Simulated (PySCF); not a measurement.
Compound: C₆H₁₅PSi.
Bonds: C1–C2 (double), C2–C3, C2–P4, P4–C5, C5–C6, P4–C7, C7–Si8. Hydrogens: H9, H10 on C1; H11, H12, H13 on C3; H14, H15 on C5; H16, H17, H18 on C6; H19, H20 on C7; H21, H22, H23 on Si8.

Torsions of this conformer, `[CH2:1]=[C:2]([CH3:3])[P:4]([CH2:5][CH3:6])[CH2:7][SiH3:8]`: C1–C2–P4–C5 -122°, C2–P4–C5–C6 68°, C2–P4–C7–Si8 -176°.

The closed-shell ground state was solved at several levels (PySCF, density fitting, gas phase, non-relativistic). Isolated species at its PBE0-D3(BJ)/def2-SVP geometry (one conformer only).

```tsv
level	basis functions	total energy (Eh)	HOMO (eV)	LUMO (eV)	gap (eV)	dipole (D)
PBE0/pcSseg-1	225	-867.8871	-6.54	-0.16	6.38	1.83
CAM-B3LYP/def2-SVPD	288	-867.9963	-7.81	0.92	8.73	1.79
```

Problem. Estimate the row for PBE/pcSseg-1, a basis of 225 functions; the other rows only guide the guess.

Solution. Total energy -867.7900 Eh, HOMO -5.41 eV, LUMO -1.16 eV, gap 4.25 eV, dipole 1.81 D.

Problem. Over all these levels, which gives the widest orbital gap and which the narrowest?

Solution. CAM-B3LYP/def2-SVPD (range-separated hybrid) has the widest, 8.73 eV, and PBE/pcSseg-1 (GGA) the narrowest, 4.25 eV. Functional and basis both differ between the two, so the spread mixes both effects.

Problem. How far do the dipole and the HOMO energy spread over the levels?

Solution. The dipole runs from 1.79 to 1.83 D (mean 1.81 D) and the HOMO from -7.81 to -5.41 eV.
